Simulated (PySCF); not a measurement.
Calcium: a sound run and one with changed settings

Sound run: Ca [Ar] 4s2, Ca⁺ [Ar] 4s1. Computed with PySCF 2.14 in aug-cc-pVDZ-X2C, with scalar relativity by spin-free X2C-1e. In the sound run the correlated levels freeze [Ar]. The sound run starts from symmetry-adapted Hartree-Fock orbitals and uses a fine grid where one is needed.

A second run was set up differently.

```tsv
species	method	sound run (hartree)	changed run (hartree)	converged
Ca	MP2	-679.64677	-679.73267	yes
Ca	CCSD(T)	-679.65715	-679.74702	yes
Ca⁺	MP2	n/a	-679.51855	yes
Ca⁺	CCSD(T)	n/a	-679.52657	yes
```

Ionisation energy of Ca:

```json
{"method": "UHF", "sound run (eV)": "5.147", "changed run (eV)": "5.147"}
{"method": "MP2", "sound run (eV)": "5.624", "changed run (eV)": "5.826"}
{"method": "SCS-MP2", "sound run (eV)": "5.720", "changed run (eV)": "5.884"}
{"method": "CCSD", "sound run (eV)": "5.907", "changed run (eV)": "5.979"}
{"method": "CCSD(T)", "sound run (eV)": "5.907", "changed run (eV)": "5.999"}
```

Task: What was changed?
A. minimal basis
B. a valence shell is frozen
C. level shift left on
D. all electrons correlated in a valence basis

Result: D. A valence basis has no tight correlating functions, so it recovers only part of the core correlation, and not evenly between atom and ion.
